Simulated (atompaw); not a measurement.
# Before and after: PAW (atompaw) potential for La

La, PAW, made with atompaw 4.2.0.5 (PBEsol, scalar-relativistic). Core [Kr] 4d10, reference 4f0 5s2 5p6 5d1 6s1 6p0 (charge +1). Waves: 5s (bound): rc 2.35 bohr; 6s (bound): rc 3.00 bohr; 5p (bound): rc 3.00 bohr; 6p (bound, empty): rc 2.55 bohr; 5d (bound): rc 3.00 bohr; 5d channel at 3.5 Ry: rc 3.00 bohr; 4f (bound, empty): rc 0.85 bohr; 4f channel at 0.95 Ry: rc 0.85 bohr. Local part: troulliermartins scheme with l = 4 at -0.5 Ry, radius 2.20 bohr. Core correction: smooth core density matched at 1.55 bohr. Augmentation charge: besselshape compensation charge, radius 2.70 bohr; PAW radius 3.00 bohr; waves and projectors: custom rrkj vanderbiltortho.

Change: wave 5d channel at 3.5 Ry: rc 3.00 bohr becomes 5d channel at 3.5 Ry: rc 1.74 bohr.

Cutoffs: the cutoffs (Ry, on a coarse ladder) from which the occupation-weighted sum of valence levels, in a spherical-Bessel basis at the reference potential, stays within 10 and 1 mRy of its value at 400 Ry; they do not see the model core or the augmentation charge, which bear on the density cutoff.

What does the change do?

The potential gets neither clearly harder nor softer (10 Ry and 15 Ry → 10 Ry and 15 Ry); a bound ghost appears in d, which as a rule spoils a file; the range in which the d phases agree widens (upper end 2.5 → at the end of the scan).

| quantity | base | changed |
| --- | --- | --- |
| cutoff, loose | 10 Ry | 10 Ry |
| cutoff, tight | 15 Ry | 15 Ry |
| bound ghosts | none | d |
| s: phases at 3.00 bohr within 0.05 rad from the reference energy up to (Ry; the scan ends near 5) | 4.1 | 4.1 |
| p: phases at 3.00 bohr within 0.05 rad from the reference energy up to (Ry; the scan ends near 5) | to the end of the scan | to the end of the scan |
| d: phases at 3.00 bohr within 0.05 rad from the reference energy up to (Ry; the scan ends near 5) | 2.5 | to the end of the scan |
| f: phases at 3.00 bohr within 0.05 rad from the reference energy up to (Ry; the scan ends near 5) | 4.9 | 4.9 |
| lowest overlap eigenvalue by channel | s 0.06, p 0.15, d 0.79, f 0.89 | s 0.06, p 0.15, d 0.80, f 0.89 |

Base: The cutoffs count occupied waves only; the empty 4f level needs 180 Ry at the loose tolerance. Changed file: The cutoffs count occupied waves only; the empty 4f level needs 180 Ry at the loose tolerance. A true bound ghost makes a file unfit for plane-wave use even where its test errors are small: the radial tests pick states by their node count and pass the ghost by. The cutoffs see the waves, projectors and local potential, not the compensation charge or the core.
